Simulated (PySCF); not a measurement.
Computed IR spectrum (relative IR intensity) of a molecule C₃H₄BrF. The structure is a stationary point at B3LYP-D3(BJ)/def2-SVP. Other conformers were not sampled. Computed with B3LYP-D3(BJ)/def2-SVP (PySCF 2.14.0). Frequencies are harmonic and unscaled.

Lines under 2 % of the strongest are left out, and lines within 2 cm⁻¹ are merged.

| ν (cm⁻¹) | relative intensity |
|---|---|
| 441 | 2.4 |
| 465 | 2.3 |
| 746 | 14 |
| 804 | 36 |
| 904 | 42 |
| 1016 | 7.4 |
| 1171 | 100 |
| 1305 | 19 |
| 1408 | 24 |
| 1444 | 4.1 |
| 1448 | 6.0 |
| 1738 | 43 |
| 3036 | 8.7 |
| 3103 | 4.7 |
| 3232 | 8.7 |

Identify the compound among the candidates.
A) C/C(F)=C\Br
B) C/C=C(\F)Br
C) FC1(Br)CC1
D) F[C@@H]1C[C@H]1Br

A, C/C(F)=C\Br
